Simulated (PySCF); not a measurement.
Correlation energy of Be²⁺ (beryllium, charge +2)

1s2, closed-shell 1S. Calculation: PySCF 2.14, in def2-TZVP (5s3p1d, 19 functions); no relativity, point nucleus. Frozen: nothing; 2 electrons correlated.

Total MP2 correlation energy: -26.70 mhartree.

Same-spin part 0.00 and opposite-spin part -26.70 mhartree; SCS-MP2 scales them by 1/3 and 6/5 to -32.04 mhartree.

With two correlated electrons CCSD is exact within the correlated space (frozen core and kept virtual orbitals).

```csv
level,correlation energy (mhartree)
CCSD,-30.03
```

Diagnostics: T1 = 0.00063, D1 = 0.0009, largest double amplitude 0.021.

Cost of the coupled-cluster step: 0.04 s of wall time on 1 thread of Neoverse-N1 (shared host), for 2 correlated electrons.

Iterations:

```
CC2 = 0
CCSD nocc = 1, nmo = 19
frozen orbitals []
max_cycle = 100
direct = 0
conv_tol = 1e-08
conv_tol_normt = 1e-06
diis_space = 8
diis_start_cycle = 0
Init t2, MP2 energy = -13.6377852311677  E_corr(MP2) -0.0267038819237521
Init E_corr(CCSD) = -0.0267038819237521
cycle = 1  E_corr(CCSD) = -0.0296554628821131  dE = -0.00295158096  norm(t1,t2) = 0.00373581
cycle = 2  E_corr(CCSD) = -0.029989147693104  dE = -0.000333684811  norm(t1,t2) = 0.000453747
cycle = 3  E_corr(CCSD) = -0.0300338175783819  dE = -4.46698853e-05  norm(t1,t2) = 6.25118e-05
cycle = 4  E_corr(CCSD) = -0.0300334425211148  dE = 3.75057267e-07  norm(t1,t2) = 3.43427e-06
cycle = 5  E_corr(CCSD) = -0.0300334331208569  dE = 9.40025791e-09  norm(t1,t2) = 8.90291e-08
CCSD converged
E(CCSD) = -13.64111478236485  E_corr = -0.03003343312085691
```
